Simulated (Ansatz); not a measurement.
Computed with Ansatz on PBE0-D4/def2-TZVP structures; ΔE is electronic, products minus reactants. CBS: MP2 limit from def2 TZ/QZ plus the TZ coupled-cluster correction, frozen cores. DFT in def2-TZVPP. One conformer a species, not always the lowest.

Reaction (cleavage of the Si–Si bond): `O[Si]([SiH3])([SiH3])Cl` + `NC(O)(F)F` → `OC(F)(F)N[SiH3]` + `O[SiH]([SiH3])Cl`

```
             level  ΔE (kJ/mol)  difference from CCSD(T)/CBS
         r2SCAN-D4        -41.6                          6.6
           PBE0-D4        -32.9                         15.3
            B2PLYP        -52.6                         -4.4
              PBE0        -35.3                         12.9
    MP2/def2-TZVPP        -55.8                         -7.6
   CCSD/def2-TZVPP        -51.5                         -3.3
CCSD(T)/def2-TZVPP        -48.6                         -0.4
     HF/def2-QZVPP        -67.3                        -19.1
    MP2/def2-QZVPP        -56.2                         -8.0
SCS-MP2/def2-QZVPP        -59.2                        -11.0
       CCSD(T)/CBS        -48.2                            0
```

Largest T1 diagnostic among the species: 0.013.

From PBE to PBE0 (25 % exact exchange), in def2-TZVPP and without D4, ΔE moves by −6.1 kJ/mol. In def2-TZVPP, CCSD(T) changes the Hartree–Fock value by +16.9 kJ/mol (the triples alone add +2.9 kJ/mol) and MP2 by +9.8 kJ/mol.
